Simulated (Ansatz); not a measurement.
Born–Oppenheimer molecular dynamics of Cl3H5Si2 (10 atoms, charge 0, multiplicity 1). It starts at the highest image of a converged band. Of that band: Beside the main top the profile has a ripple of under 15 meV (maxima at images 4, 7), which may be a very shallow well or noise. Neighbouring images differ by up to 2.4 eV, so the band resolves the path poorly. A vibrational analysis at the climbing image gives one clearly imaginary mode, 969i cm⁻¹: a first-order saddle point.

Level of theory: RKS B3LYP/def2-SVP in Ansatz.

```yaml
ensemble: NVE (velocity Verlet)
time_step: 0.5 fs
steps_asked: 200
starting_velocities_drawn_for: 100 K
seed: 4733
```

Frames 5 fs apart, positions in Å, forces in eV/Å.

Velocities at 30.0 fs (Å/ps):

```
Si 4.87 -7.80 -1.20
Cl -4.09 0.78 1.58
Cl -2.38 -1.24 -0.65
Cl -0.19 -0.81 0.83
H 21.10 -9.18 -2.87
H 3.53 -20.65 -3.01
Si 2.70 10.15 -0.68
H -0.86 1.37 2.28
H -2.65 0.33 -0.92
H 1.81 7.29 -4.79
```

```xyz
10
Properties=species:S:1:pos:R:3:forces:R:3 time_fs=30.0 energy_less_start_eV=-0.293 T=383
Si -0.647 -1.044 0.164 0.95 -1.12 0.04
Cl 1.750 -1.693 -0.048 -0.84 -0.39 -0.05
Cl -1.266 -2.141 -1.445 -0.26 -0.18 -0.15
Cl -0.665 -1.787 2.063 -0.49 -0.10 0.41
H -1.589 0.116 0.170 -0.28 -0.38 0.15
H 0.529 -0.022 -0.112 0.84 0.86 -0.16
Si 0.488 1.474 -0.194 -0.09 0.93 -0.14
H -0.075 1.966 1.087 0.02 0.05 0.01
H 1.905 1.849 -0.400 0.04 0.12 -0.07
H -0.425 1.715 -1.341 0.11 0.22 -0.03
10
Properties=species:S:1:pos:R:3:forces:R:3 time_fs=35.0 energy_less_start_eV=-0.548 T=630
Si -0.618 -1.088 0.158 1.87 -0.87 0.00
Cl 1.727 -1.691 -0.040 -0.94 -0.58 -0.05
Cl -1.278 -2.148 -1.449 -0.27 -0.36 -0.28
Cl -0.668 -1.792 2.069 -0.48 -0.23 0.51
H -1.541 0.050 0.173 -0.42 0.11 0.10
H 0.634 0.028 -0.148 0.05 0.79 -0.06
Si 0.500 1.526 -0.198 -0.16 0.45 -0.21
H -0.075 1.980 1.095 0.06 0.10 -0.06
H 1.915 1.875 -0.414 0.18 0.37 -0.04
H -0.400 1.777 -1.360 0.10 0.22 0.08
10
Properties=species:S:1:pos:R:3:forces:R:3 time_fs=40.0 energy_less_start_eV=-0.785 T=860
Si -0.574 -1.139 0.153 1.67 -0.39 0.08
Cl 1.698 -1.692 -0.033 -1.33 -0.36 -0.06
Cl -1.293 -2.158 -1.455 -0.23 -0.48 -0.33
Cl -0.674 -1.798 2.078 -0.44 -0.36 0.57
H -1.566 -0.009 0.198 0.52 -0.10 -0.07
H 0.773 0.209 -0.200 -0.27 -1.42 0.05
Si 0.512 1.585 -0.204 0.57 2.42 -0.34
H -0.064 2.016 1.092 0.01 0.10 0.01
H 1.950 1.985 -0.434 -0.40 0.41 0.11
H -0.355 1.891 -1.365 -0.11 0.17 -0.03
10
Properties=species:S:1:pos:R:3:forces:R:3 time_fs=45.0 energy_less_start_eV=-1.178 T=1239
Si -0.515 -1.194 0.148 1.14 -0.46 0.16
Cl 1.659 -1.697 -0.025 -0.94 -0.63 -0.08
Cl -1.309 -2.171 -1.463 -0.10 -0.52 -0.23
Cl -0.683 -1.806 2.091 -0.37 -0.48 0.54
H -1.491 -0.077 0.208 0.42 0.27 -0.13
H 0.839 0.189 -0.245 -0.51 1.04 -0.08
Si 0.528 1.660 -0.213 0.62 0.58 -0.42
H -0.048 2.074 1.091 -0.03 -0.03 0.01
H 1.910 2.189 -0.431 -0.12 0.26 0.12
H -0.331 2.043 -1.369 -0.10 -0.05 0.12
10
Properties=species:S:1:pos:R:3:forces:R:3 time_fs=50.0 energy_less_start_eV=-1.608 T=1655
Si -0.447 -1.253 0.144 0.14 -0.78 0.27
Cl 1.615 -1.705 -0.019 -0.30 -0.39 -0.20
Cl -1.326 -2.187 -1.472 0.02 -0.44 0.06
Cl -0.694 -1.818 2.108 -0.38 -0.51 0.32
H -1.319 -0.082 0.187 0.20 0.49 -0.14
H 0.806 0.333 -0.308 0.25 -0.01 -0.21
Si 0.549 1.743 -0.225 0.06 1.93 -0.24
H -0.038 2.125 1.092 -0.04 -0.17 -0.04
H 1.841 2.456 -0.402 0.15 0.04 0.06
H -0.333 2.185 -1.349 -0.11 -0.17 0.12
10
Properties=species:S:1:pos:R:3:forces:R:3 time_fs=55.0 energy_less_start_eV=-1.834 T=1873
Si -0.379 -1.317 0.143 -2.28 0.24 0.39
Cl 1.569 -1.716 -0.014 1.51 -0.51 -0.39
Cl -1.342 -2.205 -1.481 0.15 -0.28 0.45
Cl -0.708 -1.833 2.126 -0.41 -0.44 -0.04
H -1.087 0.001 0.136 0.38 -0.44 -0.06
H 0.832 0.468 -0.424 0.80 -0.51 -0.31
Si 0.571 1.843 -0.239 0.20 2.60 -0.06
H -0.037 2.139 1.087 -0.03 -0.23 0.07
H 1.794 2.725 -0.358 -0.13 -0.35 0.01
H -0.362 2.293 -1.304 -0.18 -0.07 -0.07
10
Properties=species:S:1:pos:R:3:forces:R:3 time_fs=60.0 energy_less_start_eV=-1.908 T=1945
Si -0.330 -1.381 0.145 -4.30 0.44 0.52
Cl 1.534 -1.731 -0.012 4.01 -1.04 -0.59
Cl -1.358 -2.227 -1.487 0.23 -0.16 0.77
Cl -0.725 -1.851 2.145 -0.43 -0.35 -0.39
H -0.782 0.006 0.071 -0.17 -0.13 0.03
H 1.023 0.537 -0.599 0.23 1.47 0.13
Si 0.594 1.962 -0.254 0.15 0.15 -0.44
H -0.040 2.099 1.094 0.12 -0.26 -0.03
H 1.728 2.927 -0.312 0.11 -0.04 -0.04
H -0.427 2.382 -1.268 0.05 -0.07 0.05
10
Properties=species:S:1:pos:R:3:forces:R:3 time_fs=65.0 energy_less_start_eV=-2.022 T=2055
Si -0.317 -1.440 0.151 -4.64 0.74 0.46
Cl 1.525 -1.752 -0.014 5.12 -1.29 -0.69
Cl -1.372 -2.249 -1.488 0.20 -0.11 0.94
Cl -0.744 -1.872 2.160 -0.45 -0.25 -0.65
H -0.513 -0.015 0.012 -0.58 0.23 0.05
H 1.282 0.874 -0.755 0.16 -0.27 0.00
Si 0.618 2.086 -0.273 -0.25 0.80 0.00
H -0.012 2.000 1.091 0.30 -0.14 -0.18
H 1.682 3.119 -0.273 0.00 0.31 0.05
H -0.482 2.454 -1.222 0.15 -0.02 0.04
10
Properties=species:S:1:pos:R:3:forces:R:3 time_fs=70.0 energy_less_start_eV=-2.185 T=2213
Si -0.342 -1.493 0.161 -2.60 1.70 0.10
Cl 1.550 -1.783 -0.020 3.57 -1.16 -0.49
Cl -1.385 -2.272 -1.482 0.07 -0.18 0.89
Cl -0.767 -1.894 2.172 -0.46 -0.23 -0.72
H -0.381 -0.011 -0.032 -0.77 -0.55 0.20
H 1.565 1.198 -0.904 -0.47 -0.17 0.19
Si 0.642 2.215 -0.291 0.97 0.51 -0.11
H 0.083 1.869 1.051 0.28 0.03 -0.06
H 1.623 3.370 -0.222 -0.57 0.02 0.17
H -0.510 2.523 -1.173 -0.03 0.03 -0.16
10
Properties=species:S:1:pos:R:3:forces:R:3 time_fs=75.0 energy_less_start_eV=-2.451 T=2470
Si -0.389 -1.532 0.172 0.09 0.75 -0.01
Cl 1.598 -1.821 -0.029 1.04 -0.69 -0.20
Cl -1.397 -2.296 -1.471 -0.11 -0.38 0.66
Cl -0.793 -1.918 2.178 -0.45 -0.29 -0.63
H -0.427 -0.097 -0.033 -0.67 0.36 0.13
H 1.743 1.479 -1.010 -0.88 0.20 0.34
Si 0.673 2.349 -0.311 1.10 0.00 -0.32
H 0.244 1.745 0.992 0.16 0.22 -0.13
H 1.446 3.631 -0.134 -0.39 -0.07 0.18
H -0.537 2.593 -1.154 0.11 -0.10 -0.02
10
Properties=species:S:1:pos:R:3:forces:R:3 time_fs=80.0 energy_less_start_eV=-2.579 T=2593
Si -0.436 -1.564 0.183 1.61 0.93 -0.08
Cl 1.654 -1.863 -0.040 -0.90 -0.14 0.01
Cl -1.410 -2.322 -1.455 -0.23 -0.63 0.34
Cl -0.822 -1.944 2.181 -0.38 -0.42 -0.45
H -0.625 -0.125 -0.001 -0.18 0.11 0.14
H 1.751 1.786 -1.060 0.52 -0.36 -0.55
Si 0.712 2.483 -0.333 -0.52 0.57 0.59
H 0.443 1.673 0.905 -0.02 0.34 -0.11
H 1.177 3.874 -0.004 -0.01 -0.23 0.08
H -0.541 2.642 -1.141 0.11 -0.18 0.05
10
Properties=species:S:1:pos:R:3:forces:R:3 time_fs=85.0 energy_less_start_eV=-2.416 T=2436
Si -0.470 -1.588 0.194 1.92 1.62 -0.11
Cl 1.704 -1.907 -0.051 -1.96 0.24 0.14
Cl -1.425 -2.353 -1.437 -0.23 -0.78 0.09
Cl -0.853 -1.973 2.180 -0.26 -0.57 -0.24
H -0.862 -0.134 0.062 0.48 -0.58 0.09
H 1.834 2.044 -1.206 0.01 0.41 0.01
Si 0.748 2.622 -0.350 -0.09 0.26 0.15
H 0.639 1.676 0.795 -0.09 0.17 0.12
H 0.905 4.057 0.139 0.32 -0.58 -0.19
H -0.523 2.649 -1.121 -0.09 -0.17 -0.07
```

Of the whole run (100 fs, mean temperature of the second half 2213 K): The conserved energy stayed within 0.052 meV per atom of its start (net change -0.0077 meV per atom), so the integration is sound. The kinetic energy rose, since the run started high on the potential surface and went downhill. It ends in pieces (Cl3HSi + H4Si), so much of that is their flight and rotation, not heat. A run of 0.1 ps of so small a system gives no equilibrium averages. The orbitals stay closed-shell, which can raise the energy where a bond breaks towards radicals; this wasn't checked here.

Time of the run: 7.9 min on 2 threads of Intel(R) Xeon(R) Platinum 8488C (Sapphire Rapids), on a shared host, peak memory 0.32 GiB.
